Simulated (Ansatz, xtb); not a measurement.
Species: sum formula AlOF, charge -1, multiplicity 2. 
Geometry from a B3LYP-D3(BJ)/def2-TZVP (Ansatz, a quantum-chemistry and plane-wave program) optimisation:
```xyz
3

Al     0.2609     0.2133     0.2368
O      1.1866    -0.4477    -0.9500
F     -1.4316     0.0899     0.5024
```
Charge -1, spin multiplicity 2.

Harmonic wavenumbers from GFN2-xTB (xtb, at its own minimum), cm⁻¹: 201, 484, 990.

Q: Give the harmonic wavenumbers at B3LYP-D3(BJ)/def2-TZVP (Ansatz, finite differences of forces, unscaled).

A: 244, 642, 971 cm⁻¹. Zero-point energy 2.7 kcal/mol.

Q: From these and the geometry, give the ideal-gas thermochemistry at 298.15 K and 1 atm (rigid rotor, harmonic oscillator).

A: Point group Cs, rotational symmetry number 1. Rotational constants 65.28, 6.25, 5.704 GHz. S(trans) 38.29, S(rot) 22.45, S(vib) 2.26, S(elec, spin only) 1.38, S 64.4 cal/(mol K). H(298) - H(0) 2.79 kcal/mol; G - E(el) -13.7 kcal/mol.
